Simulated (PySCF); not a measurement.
C4H12Sn, SMILES [CH3][Sn]([CH3])([CH3])[CH3].

Geometry: PBE0-D3(BJ)/def2-SVP. The isomer is the one that the SMILES or the coordinates give; other isomers of the formula were not compared. The def2 effective core potentials stand for the cores of Sn; spin–orbit coupling is left out.

All values below come from HF/def2-TZVP in PySCF.

Gas-phase values at a fixed geometry.

The total energy is -371.86172 hartree and the point group is Td. The highest occupied level is -10.42 eV and the lowest empty level comes out as 3.07 eV. The orbital gap is 13.49 eV. The dipole moment is 0.00 D and the quadrupole, principal values (traceless, Buckingham form, about the centre of nuclear charge) comes out as 0.00, 0.00, 0.00 D·Å. The mean static polarisability is 85.4 bohr³ (12.66 Å³) and the polarisability, principal values is 85.4, 85.4, 85.4 bohr³.
